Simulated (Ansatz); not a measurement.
Start from `ClC1=C[SiH2]1` and change one element to get `FC1=C[SiH2]1`.

Ansatz, PBE0-D4/def2-TZVP geometries, multiplicity 1. 

| property | `ClC1=C[SiH2]1` |
| --- | --- |
| HOMO energy (PBE0/def2-TZVPP) / eV | -7.80 |
| size of the dipole moment (ωB97M-V/def2-TZVPP) / D | 1.30 |
| HOMO–LUMO gap (PBE0/def2-TZVPP) / eV | 7.29 |
| HOMO energy (B3LYP/def2-TZVPP) / eV | -7.57 |
| LUMO energy (B3LYP/def2-TZVPP) / eV | -0.72 |
| HOMO–LUMO gap (ωB97M-V/def2-TZVPP) / eV | 11.21 |

Problem. What does the change do to each property? (Best estimate.)

Solution. Ansatz gave: 
```
                                          property  `FC1=C[SiH2]1`  shift
                HOMO energy (PBE0/def2-TZVPP) / eV           -8.07  -0.27
size of the dipole moment (ωB97M-V/def2-TZVPP) / D            1.37   0.07
              HOMO–LUMO gap (PBE0/def2-TZVPP) / eV            7.71   0.42
               HOMO energy (B3LYP/def2-TZVPP) / eV           -7.83  -0.26
               LUMO energy (B3LYP/def2-TZVPP) / eV           -0.59   0.13
           HOMO–LUMO gap (ωB97M-V/def2-TZVPP) / eV           11.64   0.43
```

With PBE0 the HOMO falls by 0.27 eV and the LUMO rises by 0.15 eV, so the gap widens by about 0.42 eV. PBE moves the HOMO by -0.28 eV and ωB97M-V by -0.32 eV. Dipoles are sizes alone; their direction can turn.

B3LYP here is the variant with VWN-RPA as its local correlation; programs differ in this.
